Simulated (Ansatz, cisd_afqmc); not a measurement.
System: C, charge 0, triplet.

Total energies in cc-pVQZ-DK, 4 correlated electrons, 1 frozen orbitals. Radicals and triplets start from unrestricted determinants; spin-orbit coupling is neglected. The -DK rows use spin-free X2C. AFQMC/CISD: phaseless, guided by CISD from CCSD amplitudes; bars are statistical, one sigma. Outlying blocks are dropped, and bars are widened where a walk drifts. Over all cases where full CI ran beside it in this data, AFQMC minus full CI had a median of +0.1 mEh and passed +0.4 mEh in a tenth of the cases. Full CI freezes restricted core orbitals and the other rows unrestricted ones, which leaves a small offset even where coupled cluster is exact.

```tsv
method	program	energy (Eh)	error against FCI (mEh)
HF	Ansatz	-37.70828	93.65
MP2	Ansatz	-37.78035	21.57
CCSD	Ansatz	-37.79916	2.77
CCSD(T)	Ansatz	-37.80152	0.41
CCSDT(Q)	Ansatz	-37.80202	-0.10
CCSDTQ	Ansatz	-37.80203	-0.10
AFQMC/CISD	cisd_afqmc	-37.8018 ± 0.0001	0.1 ± 0.1
FCI	Ansatz	-37.80193	0.00
```

Ansatz is a program for electronic structure.
